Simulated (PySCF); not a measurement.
`Cc1ccc(OCF)o1`, C6H7FO2

Molfile (atoms numbered from 1):
```
C6H7FO2
     RDKit          3D

 16 16  0  0  0  0  0  0  0  0999 V2000
   -2.3469    0.7650   -0.5846 C   0  0  0  0  0  0  0  0  0  0  0  0
   -1.2484    0.0078    0.0686 C   0  0  0  0  0  0  0  0  0  0  0  0
   -1.2354   -0.9086    1.0710 C   0  0  0  0  0  0  0  0  0  0  0  0
    0.1216   -1.2797    1.2782 C   0  0  0  0  0  0  0  0  0  0  0  0
    0.8297   -0.5532    0.3753 C   0  0  0  0  0  0  0  0  0  0  0  0
    2.1738   -0.5596    0.1459 O   0  0  0  0  0  0  0  0  0  0  0  0
    2.6655    0.4043   -0.7036 C   0  0  0  0  0  0  0  0  0  0  0  0
    2.6647    1.6371   -0.1037 F   0  0  0  0  0  0  0  0  0  0  0  0
    0.0261    0.2286   -0.3659 O   0  0  0  0  0  0  0  0  0  0  0  0
   -2.3880    0.5405   -1.6501 H   0  0  0  0  0  0  0  0  0  0  0  0
   -3.2934    0.4932   -0.1280 H   0  0  0  0  0  0  0  0  0  0  0  0
   -2.1890    1.8371   -0.4724 H   0  0  0  0  0  0  0  0  0  0  0  0
   -2.0834   -1.2812    1.6075 H   0  0  0  0  0  0  0  0  0  0  0  0
    0.5102   -1.9781    1.9871 H   0  0  0  0  0  0  0  0  0  0  0  0
    2.0755    0.5088   -1.6259 H   0  0  0  0  0  0  0  0  0  0  0  0
    3.7099    0.1469   -0.9107 H   0  0  0  0  0  0  0  0  0  0  0  0
  1  2  1  0
  2  3  2  0
  3  4  1  0
  4  5  2  0
  5  6  1  0
  6  7  1  0
  7  8  1  0
  5  9  1  0
  9  2  1  0
  1 10  1  0
  1 11  1  0
  1 12  1  0
  3 13  1  0
  4 14  1  0
  7 15  1  0
  7 16  1  0
M  END
```

The calculation used GIAO CAM-B3LYP/pcSseg-1 magnetisability, rotational g tensor and spin-rotation constants, non-relativistic, gas phase (PySCF). Geometry: GFN2-xTB.

Problem. What are the magnetisability and the molar susceptibility?

Solution. Isotropic -1236 × 10⁻³⁰ J/T², or -74.4 × 10⁻⁶ cm³/mol; principal values -1584, -1103, -1020 × 10⁻³⁰ J/T², anisotropy 527 × 10⁻³⁰ J/T² (root of half the summed squared differences of the principal values). The susceptibility is in cgs units.

Problem. Split it along the inertial axes a, b, c into diamagnetic and paramagnetic parts about the centre of mass, with the quadrupole moment.

Solution. 
| axis | χ (10⁻⁶ cm³/mol) | diamagnetic (10⁻⁶ cm³/mol) | paramagnetic (10⁻⁶ cm³/mol) | summed x² of all electrons (Å²) | quadrupole Θ (D Å) |
| --- | --- | --- | --- | --- | --- |
| a | -64.6 | -472.6 | 408.0 | 244.9 | +6.54 |
| b | -66.1 | -1139.4 | 1073.3 | 87.8 | -1.48 |
| c | -92.5 | -1411.4 | 1318.9 | 23.6 | -5.06 |

Anisotropies 2χaa − χbb − χcc = +29.4 and 2χbb − χaa − χcc = +24.9 × 10⁻⁶ cm³/mol. Θ is traceless in Buckingham's convention.

Problem. And the rotational g tensor?

Solution. 
| axis | rotational constant (GHz) | g | nuclear part | electronic part |
| --- | --- | --- | --- | --- |
| a | 3.2474 | -0.0428 | 0.5797 | -0.6225 |
| b | 1.1218 | -0.0115 | 0.5542 | -0.5657 |
| c | 0.8966 | +0.0028 | 0.5584 | -0.5556 |

Asymmetric top; isotopes 12C, 19F, 1H, 16O; no vibrational averaging.
